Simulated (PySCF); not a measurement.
# TlF relaxed at several levels

Computed with PySCF 2.14.0, def2-SVP on the ligands, density fitting, scalar-relativistic core potentials, no spin-orbit coupling, vacuum. Each row is relaxed at its own level from the same template. Distances are means of the shortest metal–ligand contacts, charges and spins Mulliken's; removal energies are rigid, with the ligand's formal charge and no counterpoise, so too large; for an anion taken off a cation in vacuum most of it is the attraction of opposite charges, and multiply charged cations can part far more cheaply with an electron moved from ligand to metal.

```tsv
level	basis on the metal	point group	M–F (Å)	charge on M (e)	dipole (D)	HOMO–LUMO gap (eV)	removal of one F (eV)	strongest infrared band, degenerate modes summed (cm⁻¹)	unstable modes (below −25 cm⁻¹)
PBE0	def2-SVP with ECP60	C∞v	2.095	0.50	3.66	6.19	9.03	506	0
```

Task: What does the calculation give for B3LYP, def2-SVP with ECP60?

Result: point group: C∞v, M–F (Å): 2.104, charge on M (e): 0.48, dipole (D): 3.62, HOMO–LUMO gap (eV): 5.70, removal of one F (eV): 9.12, strongest infrared band, degenerate modes summed (cm⁻¹): 497, unstable modes (below −25 cm⁻¹): 0.
```xyz
2

Tl    0.0000    0.0000   -0.1382
F     0.0000    0.0000    1.9663
```

One start shape was tried for each, so a minimum needn't be the lowest isomer.
